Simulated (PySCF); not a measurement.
Species: Ge2H9NSi.
SMILES with atom numbers: `[NH2:1][SiH2:2][GeH2:3][GeH3:4]` (hydrogens: H5, H6 on N1; H7, H8 on Si2; H9, H10 on Ge3; H11, H12, H13 on Ge4)

Method used: PySCF 2.14.0, PBE0-D3(BJ)/def2-SVP geometry optimisation, gas phase.

Task: List the bond lengths, angles and torsions at this level.

Result: 
```json
{"bond": "N1–Si2", "length (pm)": "173.9", "order": "single"}
{"bond": "Si2–Ge3", "length (pm)": "238.3", "order": "single"}
{"bond": "Ge3–Ge4", "length (pm)": "242.4", "order": "single"}
{"bond": "N1–H5, N1–H6", "length (pm)": "101.5", "order": "single"}
{"bond": "Si2–H7, Si2–H8", "length (pm)": "149.9", "order": "single"}
{"bond": "Ge3–H9, Ge3–H10", "length (pm)": "154.3", "order": "single"}
{"bond": "Ge4–H11, Ge4–H12, Ge4–H13", "length (pm)": "154.1", "order": "single"}
```

Bonds in one row agree within 1 pm and their mean is given. Orders are formal, as drawn. A selection of angles:
```json
{"angle": "Si2–N1–H5", "degrees": "119.3"}
{"angle": "H5–N1–H6", "degrees": "110.4"}
{"angle": "N1–Si2–Ge3", "degrees": "106.1"}
{"angle": "N1–Si2–H7", "degrees": "116.3"}
{"angle": "N1–Si2–H8", "degrees": "107.2"}
{"angle": "Ge3–Si2–H7", "degrees": "110.5"}
{"angle": "Ge3–Si2–H8", "degrees": "109.6"}
{"angle": "H7–Si2–H8", "degrees": "107.0"}
{"angle": "Si2–Ge3–Ge4", "degrees": "106.7"}
{"angle": "Si2–Ge3–H9", "degrees": "112.4"}
{"angle": "Ge4–Ge3–H9", "degrees": "109.2"}
{"angle": "H9–Ge3–H10", "degrees": "107.1"}
{"angle": "Ge3–Ge4–H11", "degrees": "109.9"}
{"angle": "Ge3–Ge4–H12", "degrees": "111.7"}
{"angle": "H11–Ge4–H12", "degrees": "108.6"}
{"angle": "H12–Ge4–H13", "degrees": "108.1"}
```

Torsions: N1–Si2–Ge3–Ge4 29° (synperiplanar). The mirror-image conformer, all signs reversed, is as good.

Si2 (SiH2 silicon) is distorted tetrahedral (angles from 106.1° to 116.3°). Ge4 (germanium bonded to Ge and 3 H) is tetrahedral (angles from 108.1° to 111.7°). Ge3 (germanium bonded to Ge, Si and 2 H) is tetrahedral (angles from 106.7° to 112.4°). N1 (silicon-bound nitrogen) has angles 119.3°, 119.2° and 110.4°, sum 348.9°, 0.23 Å off the plane of its three neighbours.

Point group: C1 (no symmetry element, even within 0.4 Å). PBE0-D3(BJ)/def2-SVP frequencies: not computed here. The numbers are those of one conformer (H–N1–Si2–Ge3 54° and -165°, N1–Si2–Ge3–Ge4 29°).
